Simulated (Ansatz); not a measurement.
Abridged output of a molecular run in Ansatz:

```
Functional definition: HF
1580 factors; integrals over basis functions are off by at most 1.0e-3 eV
mean field evaluation 1: about -32062.4568 eV, gradient 3.6e1 eV
mean field evaluation 2: about -32062.7149 eV, gradient 3.7e1 eV
mean field evaluation 4: about -32065.9075 eV, gradient 3.7e0 eV
mean field evaluation 8: about -32065.9663 eV, gradient 2.3e-1 eV
mean field -32065.96656714 eV, -1178.4025362495 hartree, gradient 8.2e-6 eV, S^2 0.000000; 0 other end points of the search recorded, 0 dependent functions left out
17 core orbitals not correlated: weight in the atoms' cores, before any rotation towards them, 1.000 or more for the frozen orbitals, at most 0.000 for the correlated occupied ones
reference -32065.96656714 eV, -1178.4025362495 hartree; 16, 16 occupied and 239, 239 virtual orbitals, 1580 factors
second order -23.40114998 eV of doubles, -0.00000000 eV of singles
cycle   1  -24.30236116 eV  change   -9.0e-1 eV  update   1.0e-1
cycle   2  -24.86423981 eV  change   -5.6e-1 eV  update   3.0e-2
cycle   3  -24.97956961 eV  change   -1.2e-1 eV  update   1.5e-2
cycle   4  -24.96977520 eV  change    9.8e-3 eV  update   3.2e-3
cycle   5  -24.96763229 eV  change    2.1e-3 eV  update   1.2e-3
cycle   6  -24.96793490 eV  change   -3.0e-4 eV  update   3.5e-4
cycle   7  -24.96777278 eV  change    1.6e-4 eV  update   1.2e-4
cycle   8  -24.96774568 eV  change    2.7e-5 eV  update   3.3e-5
perturbative correction -0.89269042 eV, -0.0328057677 hartree
Total energy: -32091.82700323 eV, -1179.3528897470 hartree
```

Its atoms:

Z-matrix (Å, degrees):
```
Si
Cl 1 2.045
C 1 1.842 2 111.0
F 1 1.594 2 107.3 3 119.5
H 1 1.477 2 107.8 3 -124.8
Si 3 1.881 1 115.1 2 174.0
H 3 1.096 1 107.6 2 -64.6
H 3 1.095 1 108.9 2 51.1
H 6 1.484 3 110.2 1 -67.8
H 6 1.486 3 109.9 1 171.8
H 6 1.487 3 109.8 1 52.3
```

Problem. Which basis set was used?
A. def2-QZVPP
B. def2-TZVPP
C. cc-pV(D+d)Z
D. def2-SVP

Solution. B. It gives 272 functions.

Problem. Write the keys of the input that set method, charge and spin (a neutral closed shell needs none for the last two).

Solution. 
```yaml
correlation: {method: ccsd_t}
```
